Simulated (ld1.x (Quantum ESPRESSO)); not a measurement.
## u(r) = r·R(r): atom against pseudo-atom (oxygen (O))

Columns: radius, all-electron u(r) and pseudo u(r) of the 2p shell (level -43.35 eV) of oxygen in the configuration [He] 2s2 2p2; LDA (PZ), scalar-relativistic, TM scheme, ld1.x (Quantum ESPRESSO) 7.5.

```tsv
r (bohr)	all-electron	pseudo
0.098	0.1216	0.0380
0.195	0.3413	0.1448
0.292	0.5549	0.3042
0.390	0.7275	0.4942
0.488	0.8489	0.6849
0.585	0.9218	0.8477
0.682	0.9552	0.9654
0.780	0.9573	1.0292
0.878	0.9357	1.0392
0.975	0.8978	1.0058
1.072	0.8488	0.9430
1.170	0.7926	0.8638
1.268	0.7329	0.7800
1.365	0.6727	0.7001
1.463	0.6128	0.6261
1.560	0.5554	0.5606
1.658	0.5003	0.5018
1.755	0.4491	0.4493
1.852	0.4016	0.4016
1.950	0.3574	0.3574
2.047	0.3174	0.3174
2.145	0.2807	0.2807
2.242	0.2479	0.2479
2.340	0.2182	0.2182
2.438	0.1916	0.1916
2.535	0.1682	0.1682
```

**Question.** How many radial nodes do the two functions have?

**Answer.** The all-electron 2p function has n − l − 1 = 0; the pseudo-wave has 0.

**Question.** At about which radius was the pseudo-wave matched?

**Answer.** 1.95 bohr. The columns agree to 0.0005 from 1.75 bohr on; several derivatives are matched, so the curves merge somewhat inside the radius.

**Question.** Is the pseudo-wave norm-conserving?

**Answer.** Yes: the TM scheme keeps the norm inside the radius equal to the all-electron one, which fixes the energy derivative of the logarithmic derivative at the level.
